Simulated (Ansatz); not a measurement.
(NMe2)2Sn(OSiH2)2O (C₄H₁₆N₂O₃Si₂Sn), 28 atoms. Hardware: 4 threads of Arm Neoverse V1 on a shared host.

In the def2 sets Sn takes a core potential; there is no spin–orbit coupling. Correlated methods freeze 23 core orbitals; core or outer-core shells of Sn are correlated, in sets that lack core-valence functions.

(1) How many basis functions does each of these Ansatz runs have, and roughly what does it cost? MP2/def2-SVP, charge 0 singlet, energy, from earlier orbitals; PBE-D4/def2-SVP, charge -1 doublet at the geometry of the charge 0 singlet, energy, from earlier orbitals; PBE0-D4/def2-SVP, charge 0 triplet at the geometry of the charge 0 singlet, energy; PBE0-D4/def2-SVP, charge 1 doublet at the geometry of the charge 0 singlet, energy; PBE-D4/def2-SVP, charge 0 triplet at the geometry of the charge 0 singlet, energy, from earlier orbitals; r2SCAN-D4/def2-SVP, charge 0 singlet, relaxation, 32 steps; PBE0-D4/def2-SVP, charge 0 singlet, energy, from earlier orbitals; PBE-D4/def2-SVP, charge 1 doublet at the geometry of the charge 0 singlet, energy, from earlier orbitals; r2SCAN-D4/def2-TZVP, charge 0 singlet, energy, from earlier orbitals; PBE0-D4/def2-SVP, charge -1 doublet at the geometry of the charge 0 singlet, energy; PBE-D4/def2-TZVP, charge 0 singlet, energy, from earlier orbitals; HF/STO-3G, charge 0 singlet, energy.

## Answers

(1) Other jobs shared the machine, so times can vary by a factor of up to 3. A dash marks memory too small to be measured apart from the calling script's.

```
                                                                                                      run  functions  fitting or Cholesky vectors  wall time  peak host memory (GiB)
                                                                      HF/STO-3G, charge 0 singlet, energy        106                         1445        2 s                       –
PBE-D4/def2-SVP, charge -1 doublet at the geometry of the charge 0 singlet, energy, from earlier orbitals        268                         3016       14 s                       –
 PBE-D4/def2-SVP, charge 0 triplet at the geometry of the charge 0 singlet, energy, from earlier orbitals        268                         3016       15 s                       –
                                            MP2/def2-SVP, charge 0 singlet, energy, from earlier orbitals        268                         2752       17 s                     1.1
                                        PBE-D4/def2-TZVP, charge 0 singlet, energy, from earlier orbitals        499                         3079       18 s                     1.5
                                        PBE0-D4/def2-SVP, charge 0 singlet, energy, from earlier orbitals        268                         3079       19 s                     1.9
 PBE-D4/def2-SVP, charge 1 doublet at the geometry of the charge 0 singlet, energy, from earlier orbitals        268                         3016       21 s                       –
                      PBE0-D4/def2-SVP, charge -1 doublet at the geometry of the charge 0 singlet, energy        268                         2752       26 s                     1.8
                       PBE0-D4/def2-SVP, charge 1 doublet at the geometry of the charge 0 singlet, energy        268                         2752       29 s                     1.7
                       PBE0-D4/def2-SVP, charge 0 triplet at the geometry of the charge 0 singlet, energy        268                         2752       33 s                     1.7
                                     r2SCAN-D4/def2-TZVP, charge 0 singlet, energy, from earlier orbitals        499                         3079       34 s                     1.6
                                               r2SCAN-D4/def2-SVP, charge 0 singlet, relaxation, 32 steps        268                         3016    5.7 min                       –
```
